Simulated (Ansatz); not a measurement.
CH7AsOSi can be A, `OC([SiH3])[AsH2]`, or B, `CO[AsH][SiH3]`.

Computed with Ansatz on PBE0-D4/def2-TZVP structures; ΔE is electronic, products minus reactants. CCSD(T)/CBS is the MP2 limit (def2-TZVPP, def2-QZVPP) plus CCSD(T) − MP2 in def2-TZVPP, frozen cores. Functionals use def2-TZVPP. B3LYP here is the variant with VWN-RPA as its local correlation; programs differ in this. For As outer-core shells are correlated without core-valence functions, which leaves a few kJ/mol of doubt a bond. Scalar relativity is left out up to krypton. Each species was taken in one conformer, which may not be the lowest.

A:

Z-matrix (Å, degrees):
```
C
Si 1 1.885
As 1 2.001 2 112.5
O 1 1.415 2 108.3 3 122.2
H 1 1.100 2 109.1 3 -116.0
H 2 1.485 1 109.4 3 -60.0
H 2 1.486 1 108.1 3 59.4
H 2 1.488 1 111.1 3 179.1
H 3 1.524 1 97.1 2 29.2
H 3 1.523 1 95.6 2 -64.2
H 4 0.962 1 109.2 2 178.7
```

B:

```xyz
11

C    -0.877   -0.302   -2.002
O    -0.526   -0.409   -0.642
As    0.159    1.098    0.088
Si    0.577    0.044    2.172
H    -1.419   -1.211   -2.272
H     0.008   -0.221   -2.646
H    -1.527    0.562   -2.197
H     1.621    0.890   -0.342
H    -0.711   -0.139    2.887
H     1.247   -1.269    1.995
H     1.447    0.957    2.960
```

(1) Which isomer does CCSD(T)/CBS put lower? Give the gap. (Estimate.)

(2) Give E(B) − E(A) in kcal/mol with B3LYP-D4, r2SCAN-D4, MP2/def2-TZVPP, PBE-D4, HF/def2-TZVPP, B2PLYP, PBE0-D4. (Best estimate.)

Largest T1 diagnostic: 0.012.

## Answers

(1) Computed: B, by 8.2 kcal/mol.

(2) Computed: B3LYP-D4 -10.6, r2SCAN-D4 -9.7, MP2/def2-TZVPP -8.1, PBE-D4 -9.7, HF/def2-TZVPP -12.2, B2PLYP -10.6, PBE0-D4 -9.2. None reverses the order clearly.

In def2-TZVPP, CCSD(T) changes the Hartree–Fock value by +3.7 kcal/mol (the triples alone add +0.3 kcal/mol) and MP2 by +4.1 kcal/mol. The D4 term adds +1.0 kcal/mol with B3LYP and +0.5 kcal/mol with PBE0; it sums over pairs of atoms, weighted by their polarisabilities, and B3LYP, whose exchange is more repulsive, gets the larger term.
